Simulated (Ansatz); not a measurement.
Basis-set extrapolation for CH₄MgOS, SMILES `C[S][Mg][OH]` (PBE0-D4/def2-TZVP geometry, frozen core, the Gaussian-basis code of Ansatz). Multiplicity 1, RHF reference. For Mg the program correlates outer-core shells too, which these sets cover unevenly, so the extrapolated numbers aren't a true limit.

|  | def2-TZVPP | def2-QZVPP |
| --- | --- | --- |
| HF | -712.342257 | -712.368734 |
| MP2 correlation | -0.796785 | -0.886291 |
| CCSD(T) correlation | -0.858785 | not run |

Energies in hartree. Use E(X) = E(∞) + A·exp(−7.88·√X) for Hartree–Fock and E(X) = E(∞) + B·X^(−2.97) for correlation, with X = 3 and 4, and add CCSD(T) minus MP2 of the smaller set to the MP2 limit.

Problem. What is the CCSD(T) energy at the basis-set limit?

Solution. HF limit: -712.368734 + (-0.026477) × 0.13774 = -712.37238. MP2 limit: -0.886291 + (-0.089506) × 0.74074 = -0.95259. Higher-order term: -0.858785 − (-0.796785) = -0.06200. Total: -713.38697 hartree, 488.2 kJ/mol below CCSD(T)/def2-TZVPP.
